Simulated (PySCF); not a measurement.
**MnH₄ at several levels of theory**

All levels use the PBE0 minimum (quartet; H–H 0.860 Å, Mn–H 1.564 Å, Mn–H 1.606 Å, Mn–H 1.702 Å, Mn–H 1.745 Å; H–H–Mn 72.8°, H–H–Mn 78.3°, H–Mn–H 28.9°, H–Mn–H 71.3°, H–Mn–H 93.5°, H–Mn–H 100.2°, H–Mn–H 164.8°, H–Mn–H 166.3°), basis [Mn def2-TZVP, H def2-TZVP], no relativity, density fitting, no spin–orbit coupling, PySCF. For vertical energies the ionised species is a quintet (spins chosen at PBE0 and kept) and the electron-attached one a quintet. Atomisation goes to high-spin ground-configuration atoms, without zero-point energy. Open shells are unrestricted, also as the reference of the correlated levels. A dash marks a value that was not computed or is not defined at that level.

```csv
level,atomisation (kJ/mol),vertical IP (eV),vertical EA (eV),−ε(HOMO) (eV),dipole (D)
PBE0,778,7.57,0.58,5.54,2.87
HF,276,5.41,0.85,6.19,1.28
MP2,568,6.69,0.70,–,–
PBE,883,7.96,0.48,4.34,2.56
B3LYP,822,7.82,0.58,5.44,2.88
r2SCAN,854,7.66,0.61,4.44,2.52
TPSSh,899,7.73,0.50,4.92,2.92
BHandHLYP,698,7.18,0.63,6.65,3.10
HSE06,780,7.60,0.58,5.17,2.87
```

Spin contamination in at least one species weakens the values at: HF, MP2, r2SCAN, BHandHLYP.

Without diffuse functions attachment energies tend to come out too low.

The determinant is spin-contaminated (⟨S²⟩ = 4.04, pure value 3.75). With open d or f shells other occupations or spin states may lie lower.
